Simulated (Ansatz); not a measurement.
Cartesian coordinates (Å):
```xyz
9

C      1.7155    -0.3248     0.2797
Si     0.3320     0.5939    -0.0742
C     -1.3987    -0.1572    -0.0952
F     -2.0451     0.1343    -1.2918
H      1.6685    -1.3908     0.4723
H      2.7050     0.1148     0.3282
H      0.3741     2.0456    -0.3539
H     -2.0173     0.2283     0.7217
H     -1.3340    -1.2441     0.0133
```
Charge 0, spin multiplicity 1.

All values below come from frozen-core CCSD(T)/def2-TZVPP // PBE0-D3(BJ)/def2-TZVP run with Ansatz (an electronic-structure program). The restricted HF reference is unstable towards unrestricted orbitals.

| Quantity | Value |
|---|---|
| HF energy | -467.02858 Ha |
| MP2 correlation energy | -0.70589 Ha |

Q: Estimate the CCSD correlation energy, the (T) correction, the total energy and the T1 diagnostic.

A: 
| Item | Result |
|---|---|
| CCSD correlation energy | -0.74181 Ha |
| (T) correction | -0.02908 Ha |
| CCSD(T) total energy | -467.79947 Ha |
| T1 diagnostic | 0.013 |
